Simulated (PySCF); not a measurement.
# The third ionisation energy along group 10

Calculated with PySCF 2.14 from differences of total energies of unrestricted determinants, without spin-orbit coupling. Values in eV. The last column holds reference values (NIST; (s) semi-empirical, (t) theoretical, else measured). Unmarked ones compare directly (S terms, centres of terms, or small fine structure); those marked * lie between the lowest fine-structure levels and include a spin-orbit shift.

```json
{"element": "Ni (def2-TZVPPD, non-relativistic)", "configurations": "[Ar] 3d8 → [Ar] 3d7", "PBE0": "35.561", "r2SCAN": "35.720", "BP86": "36.144", "MP2 (valence)": "35.090", "SCS-MP2 (valence and next inner shell)": "35.389", "CCSD (valence and next inner shell)": "35.010", "reference": "35.187 ± 0.019 *"}
{"element": "Pd (def2-TZVPPD with the def2 core potential (28 electrons), ECP)", "configurations": "[Kr] 4d8 → [Kr] 4d7", "PBE0": "32.972", "r2SCAN": "32.970", "BP86": "33.261", "MP2 (valence)": "32.754", "SCS-MP2 (valence and next inner shell)": "32.589", "CCSD (valence and next inner shell)": "32.519", "reference": "32.93 (s) *"}
{"element": "Pt (def2-TZVPPD with the def2 core potential (60 electrons), ECP)", "configurations": "[Xe] 4f14 5d8 → [Xe] 4f14 5d7", "PBE0": "30.990", "r2SCAN": "30.933", "BP86": "31.317", "MP2 (valence)": "30.686", "SCS-MP2 (valence and next inner shell)": "30.591", "CCSD (valence and next inner shell)": "30.534", "reference": "29 ± 1.6 (t) *"}
```

"Valence" correlates the outer s and p shells and, in groups 3 to 12 and the f block, the outer d or f shell, open or full, or the next shell where the ion has no valence electron left; the wider scheme adds the next inner shell.
